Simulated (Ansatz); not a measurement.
Ansatz (an electronic-structure program) input for Au₂H₆S₂Si₃, SMILES [Au][S][SiH2][SiH2][SiH2][S][Au], multiplicity 1, PBE/def2-SVPD. Geometry optimised at B3LYP-D3(BJ)/def2-SVP. The multiplicity is an assumed one; no other spin state was optimised. The def2 effective core potentials stand for the cores of Au; spin–orbit coupling is left out. The values are those of a single conformer.

Ansatz 0.2 input:
```yaml
crystal:
  periodic: [false, false, false]
  atoms:
    - {symbol: Au, position_ang: [-3.53086910, 0.00927027, -0.86804928]}
    - {symbol: S, position_ang: [-2.00668557, -0.85629287, 0.61490695]}
    - {symbol: Si, position_ang: [-1.68851258, 0.82718891, 1.93728077]}
    - {symbol: Si, position_ang: [0.00000000, -0.00000000, 3.35457348]}
    - {symbol: Si, position_ang: [1.68851258, -0.82718891, 1.93728076]}
    - {symbol: S, position_ang: [2.00668557, 0.85629287, 0.61490696]}
    - {symbol: Au, position_ang: [3.53086910, -0.00927027, -0.86804928]}
    - {symbol: H, position_ang: [-2.92282732, 1.20086864, 2.68815910]}
    - {symbol: H, position_ang: [-1.19221954, 2.03617666, 1.22198461]}
    - {symbol: H, position_ang: [0.53521505, 1.09196199, 4.22329332]}
    - {symbol: H, position_ang: [-0.53521504, -1.09196200, 4.22329332]}
    - {symbol: H, position_ang: [2.92282733, -1.20086864, 2.68815910]}
    - {symbol: H, position_ang: [1.19221955, -2.03617666, 1.22198461]}
basis:
  gaussian:
    orbitals: def2-SVPD
hamiltonian:
  xc: {name: PBE}
```

It prints:

```
WARN ansatz: RAYON_NUM_THREADS=2 ignored (pool sized by the plan → 2); use --threads N
Functional definition: PBE
integrals: 0.34 GiB planned
2262 factors; their error is unknown
mean field: 1.63 GiB planned
mean field evaluation 1: about -52753.0400 eV, gradient 3.6e1 eV
mean field evaluation 2: about -52719.5713 eV, gradient 1.0e2 eV
mean field evaluation 4: about -52757.0426 eV, gradient 8.8e0 eV
mean field evaluation 8: about -52757.2467 eV, gradient 3.4e-1 eV
mean field evaluation 16: about -52757.2139 eV, gradient 2.4e-4 eV
mean field evaluation 32: about -52756.7549 eV, gradient 1.1e1 eV
mean field -52757.21392213 eV, -1938.7918515142 hartree, gradient 2.3e-5 eV, S^2 0.000000; 1 other end points of the search recorded, 0 dependent functions left out
reference -52757.21399114 eV, -1938.7918540504 hartree; 59, 59 occupied and 185, 185 virtual orbitals, 2262 factors
Total energy: -52757.21399114 eV, -1938.7918540504 hartree
```

The calculation finished and met its thresholds.

Cost: around 23 core-seconds (rough).
